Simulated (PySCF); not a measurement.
A side-by-side comparison of computed properties.

First species: C4H10O2Si.
SMILES: `CC1([SiH](O)O)CC1`

Second species: C₄H₅N₃.
Geometry (GFN2-xTB, Å), atoms numbered from 1 in this order:
```xyz
12
C4H5N3 angstrom
C     -2.0187    0.4908   -0.3059
C     -1.1108   -0.2492    0.3210
C      0.3079   -0.1402    0.1061
C      1.0997    0.6576   -0.7094
N      2.3858    0.3331   -0.5053
N      2.4576   -0.5981    0.3673
N      1.2257   -0.9065    0.7561
H     -3.0704    0.3737   -0.1127
H     -1.7402    1.2360   -1.0307
H     -1.4148   -0.9933    1.0471
H      0.8182    1.4191   -1.4052
H      1.0612   -1.6238    1.4456
```

Levels: wB97X-D/def2-SVPD for dipole moment, HOMO energy, LUMO energy, HOMO–LUMO gap, static isotropic polarisability and electronic spatial extent ⟨r²⟩ about the centre of nuclear charge; TDDFT wB97X-D/def2-SVPD for lowest singlet excitation; TDA wB97X-D/def2-SVPD for lowest triplet excitation (Tamm–Dancoff); GFN2-xTB for rotational constant A and rotational constant C. Geometries: GFN2-xTB. Each structure is a single optimised conformer of the isolated species, non-relativistic unless stated. Electronic properties by PySCF.

The conformers computed, where there is a choice (atom-mapped SMILES and torsion angles):
- `[CH3:1][C:2]1([SiH:3]([OH:4])[OH:5])[CH2:6][CH2:7]1`: C1–C2–Si3–O4 62°, H–O4–Si3–C2 55°, H–O5–Si3–C2 150°
- `[CH2:1]=[CH:2][c:3]1[cH:4][n:5][n:6][nH:7]1`: C1–C2–C3–C4 0°

Task: Which has the higher dipole moment?

Result: The second: 4.68 D against 1.36 D, a difference of 3.32 D.

Task: Which has the higher rotational constant C?

Result: The second: 1.654 GHz against 1.475 GHz, a difference of 0.179 GHz.

Task: Which of the two has the higher S1 energy, and by how much?

Result: The first: 7.42 eV against 5.35 eV, a difference of 2.07 eV.

Task: Which of the two has the higher static isotropic polarisability, and by how much?

Result: The first: 76.3 au against 68.9 au, a difference of 7.4 au.

Task: Which of the two has the higher ⟨r²⟩, and by how much?

Result: The first: 969 bohr² against 703 bohr², a difference of 266 bohr².

Task: Which of the two has the higher HOMO–LUMO gap, and by how much?

Result: The first: 11.42 eV against 9.16 eV, a difference of 2.26 eV.

Task: Which has the higher T1 energy?

Result: The first: 7.27 eV against 3.37 eV, a difference of 3.90 eV.

Task: Which has the higher HOMO energy?

Result: The second: -8.79 eV against -9.60 eV, a difference of 0.81 eV.

On the first: The principal polarisabilities are 71.7, 75.0 and 82.3 au; their mean is the isotropic value. In wavenumbers S1 is 59800 cm⁻¹ (1 eV = 8065.54 cm⁻¹).

On the second: In wavenumbers S1 is 43200 cm⁻¹ (1 eV = 8065.54 cm⁻¹). S1 lies 3.81 eV below the HOMO–LUMO gap; its leading configuration is HOMO→LUMO, weight 0.97.
